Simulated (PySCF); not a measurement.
## Adding and removing an electron: SiAs

ROHF-MP2; Si cc-pV(D+d)Z, As cc-pVDZ-PP with ECP10; scalar-relativistic core potentials (PySCF 2.14). Neutral (ROHF): doublet (π ↑), Re = 2.196 Å, ωe = 496 cm⁻¹, De = 2.59 eV.

SiAs⁺ (UHF): triplet (π ↑↑), Re = 2.324 Å, ωe = 421 cm⁻¹, De = 2.19 eV to Si⁺ + As. The energies at the minima are -620.25890 hartree for SiAs and -619.95342 for SiAs⁺.

Question: Work out the adiabatic ionisation energy, without and with harmonic zero-point energies (1 hartree = 27.2114 eV, 1 eV = 8065.5 cm⁻¹), and the change of the bond length.

Answer: At MP2: 0.30548 hartree = 8.313 eV between the minima; the zero-point term (421.0 − 496.0)/2 cm⁻¹ = -0.005 eV makes it 8.308 eV. Re changes by +12.8 pm against the neutral. The electron leaves a π orbital, and the longer bond of the ion fits a bonding orbital, or a change in how ionic the bond is.

Correlated steps freeze 9 core orbitals. UHF and ROHF references stand side by side, which adds small steps between rows. Correlated levels converge slowly with the basis: in double zeta they bind strong bonds too weakly, by up to about 1 eV, and carry superposition errors of some tenths. Spin–orbit coupling is left out. For an ion De counts to the pair picked by the measured ionisation energies or electron affinities, which need not be the lowest pair at this level. States were picked by a PBE0 search and need not be the measured ground states.

Neutral and ion stand on different kinds of reference determinant, which adds to the error of the difference.
